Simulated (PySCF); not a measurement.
## Calculated data, CH7B2Si, H3O2Si2

All values are calculated (PySCF 2.14.0). Calculation on a computer-drawn molecule: optimised geometry and harmonic frequencies of an isolated molecule of the commonest isotopes, restricted reference for singlets and unrestricted otherwise, frozen core in MP2.

Common to all runs: basis cc-pV(D+d)Z.

(1) CH7B2Si

Start structure:
```xyz
11
CH7B2Si
B     -1.1994     0.6102     2.1875
C     -0.4318     0.1888     0.8745
B     -1.1403    -0.9396     0.1932
Si    -2.2929    -0.7229    -1.3497
H     -1.1482     1.7689     2.5392
H     -1.6530    -0.1816     2.9472
H      0.4636    -0.0518     1.4432
H     -0.2295     1.0797     0.2711
H     -1.0233    -2.0161     0.7310
H     -3.6407    -0.2483    -1.4518
H     -1.8612    -1.0871    -2.7047
```

```
charge                                        : 1
multiplicity                                  : 1
method                                        : HF
rotational constants                          : 17.52, 2.26, 2.229 GHz
total energy                                  : -379.9264 hartree
convergence status largest gradient component : 2.774e-05 hartree/bohr
```

Drawn bonds:
```
atom  other atom  order
   1           2      1
   2           3      1
   3           4      1
   1           5      1
   1           6      1
   2           7      1
   2           8      1
   3           9      1
   4          10      1
   4          11      1
```

Optimised structure:
```xyz
11
CH7B2Si
B     -1.0903     0.6614     2.3396
C     -0.4930     0.2806     0.9011
B     -1.2298    -0.9127     0.2681
Si    -2.2774    -0.7760    -1.4929
H     -1.1116     1.8048     2.6766
H     -1.4650    -0.2055     3.0723
H      0.4753    -0.1163     1.2660
H     -0.3016     1.1524     0.2788
H     -1.2809    -2.0053     0.7494
H     -3.6880    -0.3741    -1.5787
H     -1.6945    -1.1091    -2.7996
```

Modes:
```
frequency (cm⁻¹)  reduced mass (dalton)
              76                   2.76
           152.2                  1.075
           153.4                  1.538
           214.5                  1.519
           290.1                   2.34
           433.1                  1.108
           518.8                  3.032
           657.9                  1.136
             686                   1.34
           794.9                  1.254
           829.9                  1.557
           904.1                   1.29
             974                  2.746
            1019                  1.108
            1102                  1.701
            1131                  1.427
            1151                  1.725
            1302                  1.279
            1314                  1.223
            1519                  1.153
            2385                   1.03
            2416                  1.055
            2713                   1.05
            2751                  1.091
            2816                  1.131
            3081                  1.069
            3271                  1.091
```

(2) H3O2Si2

Start structure:
```xyz
7
H3O2Si2
O     -1.4483    -1.5256    -0.7420
Si    -0.1497    -0.8680    -1.0862
O      1.1366    -1.6007    -1.7433
Si     0.4521     1.3254    -0.6609
H      1.0778    -2.5281    -1.9372
H      1.4912     1.8490    -1.5692
H     -0.7024     2.2337    -0.5309
```

```
charge       : 0
multiplicity : 2
method       : MP2
spin squared : —
```

Drawn bonds:
```
atom  other atom  order
   1           2      2
   2           3      1
   2           4      1
   3           5      1
   4           6      1
   4           7      1
```

**Q.** What spin squared does the calculation give for H3O2Si2 (entry 2)?
**A.** 0.7624

Further results for H3O2Si2 (entry 2):

```
rotational constants                          : 7.163, 3.138, 2.192 GHz
total energy                                  : -729.9144 hartree
convergence status largest gradient component : 2e-05 hartree/bohr
```

Optimised structure:
```xyz
7
H3O2Si2
O     -1.4967    -1.5462    -0.7331
Si    -0.1614    -0.8730    -1.0908
O      1.1778    -1.5771    -1.7489
Si     0.4504     1.3156    -0.6838
H      1.0778    -2.5264    -1.9259
H      1.5000     1.8536    -1.5767
H     -0.6906     2.2391    -0.5105
```

Modes:
```
frequency (cm⁻¹)  reduced mass (dalton)
           144.6                  1.856
           154.2                  1.764
             266                  5.242
           278.6                  6.397
           431.6                  2.053
           450.5                  1.202
           484.2                  2.038
           539.5                  1.161
           820.2                  2.407
           894.3                   1.74
             941                  1.185
            1218                   19.2
            2292                  1.029
            2323                  1.055
            3832                  1.066
```
